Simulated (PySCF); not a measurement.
# C₆ coefficients of unlike pairs at PBE0

Calculated with PySCF 2.14 from the dipole response of each species, C₆(A,B) = (3/π) ∫ α_A(iu) α_B(iu) du, in atomic units, from isotropic polarisabilities. For ions this is the dispersion term alone; charge-induced terms of lower order in 1/R come first.

| species | configuration | basis | relativity | α (bohr³) | C₆ (like pair) |
| --- | --- | --- | --- | --- | --- |
| F(2+) | [He] 2s2 2p3 (4S) | aug-cc-pVQZ (6s5p4d3f2g) | none | 1.246 | 1.572 |
| P | [Ne] 3s2 3p3 (4S) | def2-TZVPPD (6s5p4d1f) | none | 25.56 | 186.6 |
| Cl(2+) | [Ne] 3s2 3p3 (4S) | aug-cc-pCVQZ-DK (10s9p7d5f3g) | spin-free X2C | 5.838 | 20.76 |
| I | [Kr] 4d10 5s2 5p5 (2P) | aug-cc-pVTZ-DK3 (8s7p5d2f) | spin-free X2C | 32.96 | 354.4 |

(1) Estimate C₆ for Cl(2+) with F(2+).

No spin-orbit coupling is included.

The other pairs:

| pair | C₆ |
| --- | --- |
| P, F(2+) | 14.20 |
| Cl(2+), P | 58.51 |
| I, Cl(2+) | 82.54 |
| I, F(2+) | 20.41 |
| I, P | 256.4 |

Answers

(1) The integral gives 5.469. The combination rule 2 C_A C_B / (C_A α_B/α_A + C_B α_A/α_B) gives 5.532 and the geometric mean 5.713.
